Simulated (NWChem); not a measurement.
Molecule: SnHCl3; SMILES [SnH]([Cl])([Cl])[Cl]

```xyz
5

Sn     0.0000     0.0000     0.4126
Cl    -2.0785    -0.6205    -0.4340
Cl     0.5019     2.1103    -0.4340
Cl     1.5766    -1.4898    -0.4340
H      0.0000     0.0000     2.1108
```
Atoms are numbered in this order, from 1.

Level: PBE0/def2-SVP with def2 effective core potentials on Sn (NWChem), optimised geometry, unscaled harmonic frequencies. def2 effective core potentials on Sn; no spin-orbit coupling.

| frequency (cm⁻¹) | IR intensity (km/mol) |
|---|---|
| 110 | 3.4 |
| 110 | 3.4 |
| 131 | 12.1 |
| 377 | 12.3 |
| 400 | 69.2 |
| 400 | 69.2 |
| 562 | 71.6 |
| 562 | 71.6 |
| 1991 | 67.9 |

The zero-point energy is 6.6 kcal/mol and the thermal correction to the enthalpy at 298.15 K (with zero-point energy) is 11.2 kcal/mol. The heat capacity Cv comes out as 18.5 cal/(mol K) and the entropy at 298.15 K and 1 atm (symmetry number 3) comes out as 82.4 cal/(mol K).

Rigid rotor and harmonic oscillator.
